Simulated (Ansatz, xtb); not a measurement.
Two structures of GaH6NO3

Structure a is `O[NH2+][GaH-]([OH])[OH]`, a singlet and structure b is a singlet given by its coordinates. Both are isolated molecules in the gas phase, relaxed with PBE0-D4/def2-SVP; the shapes shown needn't be the lowest conformers.

a (Å):

```xyz
11

Ga   -1.2799    0.1859   -1.2431
N     0.6590   -0.6081   -1.0248
O     0.6853   -1.9126   -1.5015
O    -1.7916   -1.4441   -1.9481
O    -1.6359    0.2674    0.5292
H    -0.2715   -2.0336   -1.7789
H     1.4134   -0.0878   -1.4791
H     0.8583   -0.6154   -0.0184
H    -1.2602    1.4300   -2.1857
H    -2.4381   -1.9068   -1.4050
H    -2.1467    1.0286    0.8169
```

b (Å):

```tsv
atom	x (Å)	y (Å)	z (Å)
Ga	-0.1587	-0.3582	-1.1661
N	-0.5184	-1.8526	0.8541
O	0.4131	-0.8567	0.6436
O	-1.9333	-0.2413	-0.6447
O	-0.1618	-2.1255	-1.7236
H	-0.4057	-2.2755	1.7791
H	-0.4134	-2.5420	0.0658
H	-1.4670	-1.4209	0.7066
H	0.6458	0.7874	-1.8456
H	-2.2536	0.6533	-0.5034
H	0.6028	-2.3853	-2.2439
```

Close contacts (Å): Ga1–O3 1.96, Ga1–O4 1.85, Ga1–O5 1.85, N2–O3 1.38, Ga1–H9 1.56, N2–H6 1.02, N2–H7 1.05, N2–H8 1.05, O4–H10 0.96, O5–H11 0.96.

Estimate which is lower in electronic energy at CCSD(T)/def2-SVP + ΔMP2/def2-TZVPP, and by roughly how much.

The CCSD(T)/def2-SVP + ΔMP2/def2-TZVPP calculation puts structure a lower, by 7.4 kcal/mol.

How the difference moves with the method:

```csv
level,geometry,E(b) − E(a) (kcal/mol),departure from the last row (kcal/mol),"job, with rough time for the two"
PBE0-D4/def2-SVP,PBE0-D4/def2-SVP,+7.8,+0.4,"optimisation, 95 s"
HF/def2-SVP,PBE0-D4/def2-SVP,+9.3,+1.9,part of the CCSD(T) run
MP2/def2-SVP,PBE0-D4/def2-SVP,+9.0,+1.6,part of the CCSD(T) run
CCSD(T)/def2-SVP,PBE0-D4/def2-SVP,+9.0,+1.5,single point
CCSD(T)/def2-SVP + ΔMP2/def2-TZVPP,PBE0-D4/def2-SVP,+7.4,,"single point, 73 s"
```

The levels shown agree on the order. The largest departure from CCSD(T)/def2-SVP + ΔMP2/def2-TZVPP is that of HF/def2-SVP, 1.9 kcal/mol. Levels run at GFN2-xTB geometries aren't shown. The last row adds to CCSD(T) the change of the MP2 difference between the two basis sets, here −1.5 kcal/mol.

With thermal terms from frequencies at re-optimised GFN2-xTB minima (ideal gas, soft modes damped towards free rotors, one conformer each, 298.15 K, 1 atm): the zero-point term adds +0.8 kcal/mol; ΔH is +7.7 and ΔG +9.1 kcal/mol.

The correlated steps freeze 13 core orbitals; the filled d shell of Ga is correlated, in a basis made for valence electrons. Programs: Ansatz 0.2.0, xtb 6.7.1; the last row on 2 threads of Arm Neoverse V2 on a shared host.
